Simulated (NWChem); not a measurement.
System meant: MgN2H4; SMILES [NH2][Mg][NH2]

Input file for NWChem:

```
start job
memory heap 200 mb stack 900 mb global 1100 mb
geometry units angstroms noautoz
  Mg     0.000000     0.000000     0.383167
  N     -1.879341     0.217955     0.383660
  H     -2.415262     0.862412    -0.190426
  H     -2.548066    -0.286706     0.958342
  N      1.879341    -0.217955     0.383660
  H      2.415262    -0.862412    -0.190426
  H      2.548066     0.286706     0.958342
end
basis spherical
  * library def2-svp
end
dft
  xc b3lyp
  iterations 4
  mulliken
end
task dft energy
```

End of the output:

```
    Atom       Charge   Shell Charges
 -----------   ------   -------------------------------------------------------
    1 Mg  12    11.83   2.00  1.94  0.38  0.11  5.84  0.64  0.40  0.53
    2 N    7     7.24   1.97  0.71  0.46  2.22  1.86  0.02
    3 H    1     0.92   0.59  0.21  0.13
    4 H    1     0.92   0.59  0.21  0.13
    5 N    7     7.24   1.97  0.71  0.46  2.22  1.86  0.02
    6 H    1     0.92   0.59  0.21  0.13
    7 H    1     0.92   0.59  0.21  0.13

 center of mass
 --------------
 x =   0.00000000 y =   0.00000000 z =   0.00000000

 moments of inertia (a.u.)
 ------------------
         452.587224000245           0.000000000000           0.000000000000
           0.000000000000           9.565359591534           0.000000000000
           0.000000000000           0.000000000000         452.653593094512

     Multipole analysis of the density
     ---------------------------------

     L   x y z        total         alpha         beta         nuclear
     -   - - -        -----         -----         ----         -------
     0   0 0 0     -0.000000    -15.000000    -15.000000     30.000000

     1   1 0 0      0.000000      0.000000      0.000000      0.000000
     1   0 1 0     -0.000000     -0.000000     -0.000000     -0.000000
     1   0 0 1     -0.000000     -0.000000     -0.000000      0.000000

     2   2 0 0    -16.438614    -10.608543    -10.608543      4.778473
     2   1 1 0      0.000000      0.000000      0.000000      0.000000
     2   1 0 1      0.000000      0.000000      0.000000      0.000000
     2   0 2 0    -17.634864   -142.871687   -142.871687    268.108509
     2   0 1 1     -0.000000     -0.000000     -0.000000      0.000000
     2   0 0 2    -16.478980    -10.595799    -10.595799      4.712619

 ------------------------------------------------------------------------
 dft energy failed                                                                                  0
 ------------------------------------------------------------------------
 ------------------------------------------------------------------------
  current input line :
    20: task dft energy
 ------------------------------------------------------------------------
 ------------------------------------------------------------------------
 This type of error is most commonly associated with calculations not reaching convergence criteria
 ------------------------------------------------------------------------
 For more information see the NWChem manual at https://nwchemgit.github.io

0:dft energy failed:Received an Error in Communication
```

What is wrong, and how is it mended?

Convergence was not reached. Cause: the SCF was allowed too few iterations. This input runs:
```
start job
memory heap 200 mb stack 900 mb global 1100 mb
geometry units angstroms noautoz
  Mg     0.000000     0.000000     0.383167
  N     -1.879341     0.217955     0.383660
  H     -2.415262     0.862412    -0.190426
  H     -2.548066    -0.286706     0.958342
  N      1.879341    -0.217955     0.383660
  H      2.415262    -0.862412    -0.190426
  H      2.548066     0.286706     0.958342
end
basis spherical
  * library def2-svp
end
dft
  xc b3lyp
  iterations 150
  mulliken
end
task dft energy
```
It converges to -311.88974 Ha (B3LYP/def2-SVP).
